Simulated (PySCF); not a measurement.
Al(Br)(Me)(OMe) (C2H6AlBrO), SMILES [Al]([Br])([O]C)[CH3].

Geometry optimised at B3LYP-D3(BJ)/def2-SVP. One conformer was computed; it need not be the lowest.

Two levels are set side by side: TDA-PBE/def2-SVPD (PySCF) and TDA-PBE0/def2-SVPD (PySCF). Vertical, same geometry. The lowest singlet is HOMO→LUMO 99 % with PBE and HOMO→LUMO 97 % with the other functional; states are paired by order. Differences are taken from unrounded values.

```csv
quantity,TDA-PBE0
lowest singlet excitation (eV),6.40
lowest triplet excitation (TDA) (eV),6.08
first bright state (f over 0.05) (eV),6.70
its oscillator strength,0.09
```

What does TDA-PBE give, and how far is it from TDA-PBE0? (The exact figures need the calculation; the answer reports its results.)


```json
[
 {"quantity": "lowest singlet excitation (eV)", "TDA-PBE": "5.51", "TDA-PBE minus TDA-PBE0": "-0.89"},
 {"quantity": "lowest triplet excitation (TDA) (eV)", "TDA-PBE": "5.31", "TDA-PBE minus TDA-PBE0": "-0.76"},
 {"quantity": "first bright state (f over 0.05) (eV)", "TDA-PBE": "6.12", "TDA-PBE minus TDA-PBE0": "-0.58"},
 {"quantity": "its oscillator strength", "TDA-PBE": "0.13", "TDA-PBE minus TDA-PBE0": "0.04"}
]
```

Functionals without exact exchange tend to place singlet excitations lower, as here. Differences between two approximate levels are no errors against the true value.

Rough cost on one machine, each run with all the roots and properties that it gave: TDA-PBE0 against TDA-PBE about 3 times.
